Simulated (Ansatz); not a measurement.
AlF4, that is [AlF4]- with one electron fewer. Total charge 0; doublet. Geometry r2SCAN-D4/def2-SVPD; atoms count from 1.

Cartesian coordinates in Å:
```
Al 0.000 0.000 0.000
F -0.660 0.846 -1.332
F 1.459 -0.702 -0.550
F -1.205 -1.096 0.520
F 0.406 0.952 1.361
```

Question: Estimate the Mulliken populations from the PBE0/def2-TZVPD orbitals of Ansatz.

Answer: 
```json
{"atom": "Al1", "charge (e)": "0.74", "spin (α − β)": "-0.06"}
{"atom": "F2", "charge (e)": "-0.19", "spin (α − β)": "0.26"}
{"atom": "F3", "charge (e)": "-0.19", "spin (α − β)": "0.26"}
{"atom": "F4", "charge (e)": "-0.19", "spin (α − β)": "0.26"}
{"atom": "F5", "charge (e)": "-0.19", "spin (α − β)": "0.26"}
```
Mulliken values depend strongly on the basis. With diffuse functions, as here, like atoms can get unlike values, and bond orders can come out too low or too high.

Question: Where does the spin sit?

Answer: Summed by element: Al -0.06, F 1.06, of 1 unpaired in all. Largest on single atoms: F2 0.26, F3 0.26, F4 0.26.

Question: And the Mayer bond orders between heavy atoms (over 0.3)?

Answer: Al1–F2 0.86 (1.71 Å); Al1–F3 0.86 (1.71 Å); Al1–F4 0.86 (1.71 Å); Al1–F5 0.86 (1.71 Å).
